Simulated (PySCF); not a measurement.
## Dipole response of Bi (bismuth, neutral)

[Xe] 4f14 5d10 6s2 6p3, high-spin 4S determinant. Calculation: PySCF 2.14, in def2-TZVPPD with the def2 core potential (60 electrons); a scalar-relativistic core potential. Coupled (time-dependent) response in atomic units; α is the mean over directions.

```
 method  mean α (bohr³)  C₆ (like pair)  S(−4)
    UHF           50.00           605.6  671.5
    PBE           54.36           657.0  903.1
   PBE0           51.85           624.2  779.1
LC-wPBE           49.11           588.6  658.1
   MN15           50.23           594.6  737.3
```

S(−4) is the Cauchy moment in α(ω) = α(0) + S(−4) ω² + …

Reference α: 48 ± 4 bohr³ (recommended; Schwerdtfeger and Nagle, table of static dipole polarizabilities (2023 update)). Published C₆: 513.0 (Gould and Bucko (2016)).

α(iu) at MN15:

| u (hartree) | α(iu) (bohr³) |
| --- | --- |
| 0 | 50.23 |
| 0.0500 | 48.48 |
| 0.100 | 44.09 |
| 0.200 | 33.45 |
| 0.300 | 24.97 |
| 0.500 | 15.13 |
| 0.750 | 9.472 |
| 1.00 | 6.672 |
| 1.50 | 4.016 |
| 2.00 | 2.759 |
| 3.00 | 1.564 |
| 5.00 | 0.7016 |

A single London oscillator, α(iu) = α/(1 + u²/ω²), gives C₆ = (3/4) ω α². Matching the computed C₆ needs ω = 4 × 594.6 / (3 × 50.23²) = 0.314 hartree.

Energies and moments cover only the electrons outside the core potential. Spin-orbit coupling, which splits the p, d and f shells strongly at this Z, is absent. Spin-orbit coupling is strong in this species (close to jj coupling), so the high-spin LS determinant is a model state, not a physical level.
